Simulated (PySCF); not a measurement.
Compound: C8H14N2.
Atom-mapped SMILES: `[CH2:1]=[CH:2][C@@H:3]1[CH2:4][N:5]([CH3:6])[N:7]=[C:8]1[CH2:9][CH3:10]`

Cartesian coordinates in Å at the GFN2-xTB level; atoms count from 1:
```xyz
24
C8H14N2 angstrom
C     -0.6360    2.1727   -2.1126
C      0.0980    1.1667   -1.6740
C      0.2407    0.7934   -0.2323
C      1.6900    0.4585    0.1592
N      1.6947   -1.0068    0.2500
C      2.6384   -1.6282    1.1375
N      0.4229   -1.4744    0.3029
C     -0.4188   -0.5639    0.0223
C     -1.8828   -0.7966   -0.0902
C     -2.6355   -0.2322    1.1174
H     -1.1729    2.8203   -1.4379
H     -0.7296    2.3963   -3.1618
H      0.6246    0.5225   -2.3662
H     -0.1992    1.5721    0.3960
H      2.4154    0.7806   -0.5913
H      1.9620    0.9048    1.1257
H      2.5499   -1.2603    2.1697
H      3.6479   -1.4295    0.7775
H      2.4552   -2.7000    1.1280
H     -2.0554   -1.8714   -0.1573
H     -2.2522   -0.3205   -1.0027
H     -2.2666   -0.6850    2.0347
H     -2.5045    0.8455    1.1845
H     -3.6980   -0.4449    1.0287
```

NICS = −σ at a ghost point: NICS(0) at the centroid of the ring atoms, NICS(1) 1 Å to either side along the normal of their mean plane, zz for the tensor component along that normal. Level: GIAO PBE0/pcSseg-1 (PySCF, non-relativistic, gas phase) on the GFN2-xTB geometry, one conformer.

Ring bond lengths (Å), with Mayer bond orders in brackets: C3–C4 1.538 (1.02), C4–N5 1.468 (0.88), N5–N7 1.356 (1.07), N7–C8 1.271 (1.80), C8–C3 1.530 (0.90).

Question: What do the NICS probes read (ppm)?

Answer: 
```tsv
ring	type	NICS(0)	NICS(1), two faces	NICS(1)zz, two faces	rms pucker (Å)	centre to ring atoms, mean (Å)
C3–C4–N5–N7–C8	5-membered ring with 2 N; formal bonds 1 double, 4 single	-2.8	-3.8 / -2.1	-2.2 / -2.7	0.06	1.21
```

Question: What can be read from them?

Answer: 
- C3–C4–N5–N7–C8: mean NICS(1)zz -2.4 ppm, near zero. C3, C4 have four or more neighbours; no verdict on aromaticity is drawn.

Question: At the first NICS(1) probe listed for ring C3–C4–N5–N7–C8, 1 Å off the ring, what do the in-plane components average?

Answer: The isotropic value is a third of the trace: (3 × -3.8 − (-2.2))/2 = -4.6 ppm.

Question: List the ring angles and the Hirshfeld charges of the ring atoms.

Answer: 
- C3–C4–N5–N7–C8: C3 99.8° (-0.032 e), C4 103.7° (-0.027 e), N5 110.1° (-0.043 e), N7 111.4° (-0.120 e), C8 112.7° (+0.050 e); sum 537.7° against 540° for a flat convex ring.

Question: What are the shieldings of the ring atoms and their hydrogens in the same run (means over atoms taken as equivalent)?

Answer: 
```tsv
atoms	environment	σ isotropic (ppm)	principal values of the symmetric part, first atom (ppm)
C3	allylic carbon	129.7	103.5, 140.7, 145.1
C4	sp3 carbon bound to nitrogen	123.9	90.9, 118.9, 161.9
N5	nitrogen bonded to 2 C and N	128.8	52.3, 87.0, 247.2
N7	C=N nitrogen	-116.9	-373.9, -93.7, 117.0
C8	C=N carbon	36.1	-53.9, 61.8, 100.3
H14	methine hydrogen	27.99	25.8, 27.4, 30.8
H15	methylene hydrogen	28.24	24.5, 27.5, 32.7
H16	methylene hydrogen	28.79	24.3, 28.9, 33.2
```
